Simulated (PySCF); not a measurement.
PySCF input (BP86/def2-SVP):

```python
from pyscf import gto, dft

mol = gto.M(
    atom='''
    C    -0.01550200    1.83045000    1.65316600
    Ge   -0.26807900    0.02078500    1.07032200
    C    -2.14297300   -0.53468900    1.15737500
    C     0.96217700   -1.22287000    1.94847300
    I     0.36795800    0.00783800   -1.43746000
    H     0.95180800    2.19345400    1.97881200
    H    -0.78930600    2.57933000    1.53523000
    H    -2.46638600   -0.57221800    2.19868600
    H    -2.76576000    0.17438800    0.61443100
    H    -2.25826200   -1.52047500    0.70984500
    H     1.98793800   -0.87915400    1.82552800
    H     0.86633200   -2.21296600    1.50589600
    H     0.72817200   -1.28021400    3.01256200
    ''',
    basis='def2-svp',
    ecp='def2-svp',
    charge=0,
    spin=1,
    verbose=4,
)

mf = dft.UKS(mol, xc='bp86').density_fit(auxbasis='def2-universal-jkfit')
mf.grids.level = 3
mf.conv_tol = 1e-9
mf.max_cycle = 100
mf.max_memory = 1500
mf.kernel()
if not mf.converged:
    mf = mf.newton()
    mf.kernel(mf.make_rdm1())
mo, _, stable, _ = mf.stability(return_status=True)
if not stable:
    mf.kernel(mf.make_rdm1(mo, mf.mo_occ))
    stable = mf.stability(return_status=True)[2]
mf.dip_moment()
```

From the output:

```
  HOMO = -0.203480348857  LUMO = -0.133774645235  gap/eV = 1.89679
cycle= 10 E= -2493.88112196315  delta_E= -0.00015  |g|= 0.0037  |ddm|= 0.0239
  alpha nocc = 42  HOMO = -0.203326057417313  LUMO = -0.0265265632092779
  beta  nocc = 41  HOMO = -0.219743586423837  LUMO = -0.133192286980432
  HOMO = -0.203326057417  LUMO = -0.13319228698  gap/eV = 1.90844
cycle= 11 E= -2493.88112964325  delta_E= -7.68e-06  |g|= 0.00118  |ddm|= 0.00624
  alpha nocc = 42  HOMO = -0.203244571240489  LUMO = -0.0263642239373506
  beta  nocc = 41  HOMO = -0.219399224630335  LUMO = -0.133120115040683
  HOMO = -0.20324457124  LUMO = -0.133120115041  gap/eV = 1.90818
cycle= 12 E= -2493.88113076765  delta_E= -1.12e-06  |g|= 0.000487  |ddm|= 0.00332
  alpha nocc = 42  HOMO = -0.20328750849301  LUMO = -0.0263831900329266
  beta  nocc = 41  HOMO = -0.21946098656003  LUMO = -0.133115133300095
  HOMO = -0.203287508493  LUMO = -0.1331151333  gap/eV = 1.90949
cycle= 13 E= -2493.88113092726  delta_E= -1.6e-07  |g|= 0.000138  |ddm|= 0.000867
  alpha nocc = 42  HOMO = -0.203289047810391  LUMO = -0.0263937844694755
  beta  nocc = 41  HOMO = -0.219473362095148  LUMO = -0.133100204631582
  HOMO = -0.20328904781  LUMO = -0.133100204632  gap/eV = 1.90994
cycle= 14 E= -2493.88113093903  delta_E= -1.18e-08  |g|= 4.54e-05  |ddm|= 0.000228
  alpha nocc = 42  HOMO = -0.203285766578466  LUMO = -0.0263904860643156
  beta  nocc = 41  HOMO = -0.21947904024169  LUMO = -0.13309197799461
  HOMO = -0.203285766578  LUMO = -0.133091977995  gap/eV = 1.91007
cycle= 15 E= -2493.88113093989  delta_E= -8.54e-10  |g|= 2.63e-05  |ddm|= 0.000118
  alpha nocc = 42  HOMO = -0.203293384586025  LUMO = -0.0263921051819455
  beta  nocc = 41  HOMO = -0.219469868147992  LUMO = -0.133103315916657
  HOMO = -0.203293384586  LUMO = -0.133103315917  gap/eV = 1.90997
Extra cycle  E= -2493.88113093834  delta_E= 1.55e-09  |g|= 5.17e-05  |ddm|= 0.000143
converged SCF energy = -2493.88113093834  <S^2> = 0.75359181  2S+1 = 2.0035886
uhf_internal: lowest eigs of H = [0.78690972 0.80633777 0.81736346]
<class 'pyscf.df.df_jk.DFUKS'> wavefunction is stable in the internal stability analysis
Dipole moment(X, Y, Z, Debye): -0.72769, -0.15749,  2.71928
```

The geometry given is a B3LYP-D3(BJ)/def2-TZVP minimum.
